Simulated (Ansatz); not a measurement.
C₄H₁₃GeN⁺, that is GeMe3(NHMe) with one electron fewer, relaxed as a doublet with UKS B3LYP-D4/def2-SVP in Ansatz, starting from the B3LYP-D4/def2-SVP geometry of the neutral singlet. Force threshold 0.02 eV/Å.

Start:

```
atom   x (Å)   y (Å)   z (Å)
 Ge1   0.354   0.151  -0.210
  C2  -0.176  -0.867  -1.803
  H3   0.256  -1.879  -1.768
  H4   0.180  -0.362  -2.715
  H5  -1.271  -0.958  -1.871
  C6  -0.503   1.930  -0.253
  H7  -0.200   2.486  -1.154
  H8  -0.218   2.522   0.631
  H9  -1.600   1.833  -0.264
 C10   2.304   0.337  -0.093
 H11   2.591   0.916   0.799
 H12   2.693   0.863  -0.979
 H13   2.781  -0.653  -0.036
 N14  -0.153  -0.845   1.270
 C15  -1.549  -1.140   1.534
 H16   0.351  -0.596   2.118
 H17  -2.158  -0.281   1.891
 H18  -2.034  -1.513   0.616
 H19  -1.649  -1.943   2.286
```

```csv
step,energy (eV),largest force component (eV/Å),SCF passes
1,-62351.7816,2.848,20
2,-62352.2077,1.128,25
3,-62352.2676,0.618,22
4,-62352.2849,0.784,21
5,-62352.2988,0.070,22
6,-62352.3021,0.159,19
7 (rejected),-62352.2480,0.982,20
8,-62352.3061,0.065,20
9 (rejected),-62352.3052,0.222,20
10,-62352.3063,0.067,20
11,-62352.3073,0.045,20
12,-62352.3077,0.048,15
13,-62352.3079,0.033,16
14,-62352.3081,0.029,15
15,-62352.3081,0.026,21
16,-62352.3082,0.011,16
17,-62352.3083,0.023,22
18 (rejected),-62352.3081,0.094,21
19,-62352.3085,0.037,21
20 (rejected),-62352.3081,0.108,21
21,-62352.3087,0.036,22
22,-62352.3089,0.052,21
23,-62352.3090,0.054,22
24,-62352.3091,0.070,21
25,-62352.3093,0.052,15
26,-62352.3096,0.007,16
27,-62352.3097,0.006,22
28 (rejected),-62352.3087,0.151,22
29,-62352.3098,0.009,21
```

Force components are those of the run's own axes.

End:

```tsv
atom	x (Å)	y (Å)	z (Å)
Ge1	0.4325	0.2619	-0.3801
C2	-0.1500	-0.9628	-1.7844
H3	0.3262	-1.9474	-1.6731
H4	0.1579	-0.5317	-2.7502
H5	-1.2436	-1.0751	-1.7908
C6	-0.5552	1.9473	-0.3155
H7	-0.2796	2.5263	-1.2114
H8	-0.2852	2.5302	0.5763
H9	-1.6407	1.7740	-0.3352
C10	2.3426	0.3627	-0.0421
H11	2.5560	0.9503	0.8632
H12	2.8248	0.8659	-0.8947
H13	2.7834	-0.6406	0.0537
N14	-0.2465	-0.6465	1.2601
C15	-1.5903	-1.0474	1.5242
H16	0.4062	-0.8580	2.0263
H17	-1.9505	-0.5732	2.4609
H18	-2.2618	-0.7959	0.6934
H19	-1.6260	-2.1399	1.7195
```

By distances, no bond broke or formed. The bond that changes most is Ge1–N14, from 1.86 to 1.99 Å (atoms count from 1).

The force fell under the threshold at step 16, but the optimiser went on. No frequencies were taken in this run, so the end may be a saddle point.

Hardware: 4 threads of Intel Xeon on a shared host. Wall time 4.3 min, peak host memory 0.69 GiB.
